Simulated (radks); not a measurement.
All-electron atom: Ar II in [Ne] 3s2 3p5. Calculated with a radial shooting solver on a logarithmic mesh with Libxc functionals: scalar-relativistic Kohn-Sham, PBEsol, spin-polarised, spherical densities, finite nucleus; open shells are filled with parallel spins first; Fermi nuclear charge, rms radius 3.4274 fm. Some entries of the table are withheld. Estimate them.

| orbital | occ. | eigenvalue (hartree) | <r^2> (bohr^2) |
|---|---|---|---|
| 1s up | 1 | -115.0185 | 0.009908 |
| 1s down | 1 | -115.0106 | 0.009907 |
| 2s up | 1 | -11.40667 | 0.2040 |
| 2s down | 1 | -11.39936 | 0.2038 |
| 2p up | 3 | -8.95481 | (1) |
| 2p down | 3 | -8.94466 | (2) |
| 3s up | 1 | (3) | 2.161 |
| 3s down | 1 | (4) | 2.179 |
| 3p up | 3 | (5) | 2.827 |
| 3p down | 2 | (6) | 2.884 |

Answer. 
(1) 2p up <r^2> (bohr^2): 0.1766
(2) 2p down <r^2> (bohr^2): 0.1764
(3) 3s up eigenvalue (hartree): -1.36380
(4) 3s down eigenvalue (hartree): -1.32301
(5) 3p up eigenvalue (hartree): -0.82855
(6) 3p down eigenvalue (hartree): -0.79065
